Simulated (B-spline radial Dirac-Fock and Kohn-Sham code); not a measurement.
# Elastic scattering of 126 keV positrons by the Sn atom

The computed values come from a B-spline atomic structure program: relativistic (Dirac) partial waves in the static field of the Dirac-Fock atom, without polarisation or absorption potentials.

```csv
θ (°),dσ/dΩ (a₀²/sr),Sherman function
0,614,0.000
1,97.4,0.000
2,19.9,0.000
3,5.84,0.000
5,1.10,0.000
7,0.355,0.000
10,0.0995,0.001
15,0.0221,0.002
20,0.00747,0.003
25,0.00319,0.004
30,0.00158,0.005
40,0.000521,0.009
50,0.000221,0.012
60,0.000111,0.016
70,6.29e-05,0.020
80,3.90e-05,0.023
90,2.61e-05,0.026
100,1.86e-05,0.028
110,1.39e-05,0.028
120,1.09e-05,0.027
130,8.98e-06,0.025
140,7.66e-06,0.022
150,6.79e-06,0.018
160,6.23e-06,0.012
170,5.92e-06,0.006
180,5.83e-06,0.000
```

The total elastic cross section is 0.463 a₀², the first transport cross section 0.00117 a₀² and the second, weighted with (3/2) sin²θ, 0.00303 a₀². The mean deflection is ⟨1 − cos θ⟩ = 0.00253, and 0.017 % of the collisions scatter beyond 90°.
